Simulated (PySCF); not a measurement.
Question: Write a Z-matrix for `[CH]([SiH3])[SiH2][SiH2]N` [radical] as optimised with GFN2-xTB. (Doublet state.)

Answer: 
Z-matrix in Å and degrees, rows numbered from 1:
```
N 
Si  1  1.7195
Si  2  2.3334  1  105.11
C   3  1.8376  2  108.45  1   -55.37
Si  4  1.8570  3  127.47  2    78.16
H   1  1.0069  2  119.70  3    42.04
H   1  1.0070  2  119.89  3  -176.49
H   2  1.4668  1  104.04  3   121.45
H   2  1.4768  1  114.49  3  -123.02
H   3  1.4685  2  110.23  1    66.76
H   3  1.4724  2  108.36  1  -175.99
H   4  1.0841  3  116.08  2   -88.32
H   5  1.4803  4  111.44  3   -89.04
H   5  1.4671  4  110.67  3   152.34
H   5  1.4647  4  110.42  3    30.15
```

C4 (carbon bonded to 2 Si and H) is almost planar (angles 127.5°, 116.1° and 115.2°, sum 358.7°, 0.10 Å off the plane of its three neighbours). Si3 (silicon bonded to C, Si and 2 H) is tetrahedral (angles from 107.4° to 111.3°). N1 (nitrogen bonded to Si and 2 H) has angles 119.9°, 119.7° and 110.0°, sum 349.6°, 0.22 Å off the plane of its three neighbours. Si5 (silicon bonded to C and 3 H) is tetrahedral (angles from 106.7° to 111.4°).

The geometry is computed with GFN2-xTB (gas phase). This method treats the open shell by occupation alone, without spin polarisation.

Point group: C1 (no symmetry element, even within 0.4 Å). Not checked by GFN2-xTB frequencies. Torsions: H–N1–Si2–Si3 42° and -176°, N1–Si2–Si3–C4 -55°, Si2–Si3–C4–Si5 78°.

One conformer stands for the species.
